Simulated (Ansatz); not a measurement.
Two members of one family (Rs-RbCl), computed with Ansatz in the gas phase; def2 core potentials for Rb, no spin–orbit coupling. The two geometries come from different levels. Binding counts from free atoms in the multiplicity of their measured ground term, without zero-point energy. The structures are stationary points that may keep the symmetry of their start.

First: 1x4x4 RbCl rock-salt block, 1x4x4 (singlet, charge 0, PBE-D4/def2-SVP geometry).

```tsv
atom	x (Å)	y (Å)	z (Å)
Rb1	0.784	-6.102	-2.064
Cl2	-1.736	-4.401	-1.935
Rb3	-4.064	-2.961	-0.319
Cl4	-6.340	-0.920	-0.316
Cl5	2.658	-3.781	-1.449
Rb6	0.109	-1.783	-1.377
Cl7	-2.039	-0.694	0.742
Rb8	-4.559	1.335	0.735
Rb9	4.558	-1.339	-0.726
Cl10	2.049	0.704	-0.786
Rb11	-0.106	1.797	1.325
Cl12	-2.663	3.780	1.465
Cl13	6.327	0.907	0.363
Rb14	4.068	2.967	0.306
Cl15	1.740	4.404	1.920
Rb16	-0.787	6.088	2.116
```

| level | HOMO (eV) | LUMO (eV) | gap (eV) | binding per atom (eV) |
| --- | --- | --- | --- | --- |
| PBE-D4/def2-SVP | -4.70 | -1.55 | 3.15 | 2.88 |
| r2SCAN-D4/def2-SVP | -4.94 | -0.92 | 4.02 | 2.93 |
| PBE0-D4/def2-SVP | -5.97 | -1.04 | 4.93 | 2.87 |

Second: 2x2x4 RbCl rock-salt block, 2x2x4 (singlet, charge 0, r2SCAN-D4/def2-SVP geometry).

| atom | x (Å) | y (Å) | z (Å) |
| --- | --- | --- | --- |
| Rb1 | -0.143 | -4.490 | 2.752 |
| Cl2 | -1.215 | -1.623 | 1.936 |
| Rb3 | -2.253 | 1.289 | 1.068 |
| Cl4 | -3.202 | 4.184 | 0.138 |
| Cl5 | 0.261 | -5.257 | -0.258 |
| Rb6 | -0.810 | -2.408 | -1.195 |
| Cl7 | -1.829 | 0.512 | -2.061 |
| Rb8 | -2.798 | 3.415 | -2.874 |
| Cl9 | 2.798 | -3.419 | 2.874 |
| Rb10 | 1.832 | -0.492 | 2.069 |
| Cl11 | 0.797 | 2.415 | 1.180 |
| Rb12 | -0.259 | 5.255 | 0.261 |
| Rb13 | 3.202 | -4.181 | -0.139 |
| Cl14 | 2.246 | -1.304 | -1.054 |
| Rb15 | 1.231 | 1.610 | -1.942 |
| Cl16 | 0.143 | 4.492 | -2.752 |

**Question.** Estimate the same table for the second.

**Answer.** 
| level | HOMO (eV) | LUMO (eV) | gap (eV) | binding per atom (eV) |
| --- | --- | --- | --- | --- |
| PBE-D4/def2-SVP | -5.44 | -1.16 | 4.28 | 2.98 |
| r2SCAN-D4/def2-SVP | -5.71 | -0.59 | 5.12 | 3.04 |
| PBE0-D4/def2-SVP | -6.75 | -0.65 | 6.11 | 2.98 |
